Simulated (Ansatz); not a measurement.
Born–Oppenheimer molecular dynamics of AlClFHO (5 atoms, charge 0, multiplicity 1). It starts from a relaxed structure.

All numbers below come from Ansatz, RKS BLYP/def2-SVP.

```json
{"ensemble": "NVT, Langevin thermostat", "time step": "0.5 fs", "steps asked": "100", "set temperature": "300 K", "friction": "0.05 /fs", "seed": "176959"}
```

First frame:

```xyz
5
Properties=species:S:1:pos:R:3
Al -0.052 -0.087 -0.036
Cl 0.092 -0.033 2.063
O 1.254 -0.432 -1.072
H 2.154 -0.625 -0.760
F -1.528 0.225 -0.745
```

(1) How far do the bonds stretch over the last three quarters of this one trajectory? (Pairs bonded in most of those frames.)

## Answers

(1) 
```csv
bond,mean (Å),spread (Å),shortest,longest
Al1–Cl2,2.101,0.023,2.05,2.12
Al1–O3,1.737,0.068,1.64,1.83
Al1–F5,1.679,0.036,1.62,1.73
O3–H4,0.977,0.016,0.94,1.01
```

Mean temperature of the second half: 440 K. The mean temperature of the second half is 47 % above the set value. A run of 0.05 ps of so small a system gives no equilibrium averages.

The run took 100 s on 1 thread of AMD EPYC 7R43 64-Core Processor (Zen 3) (shared host), peak memory 0.13 GiB.
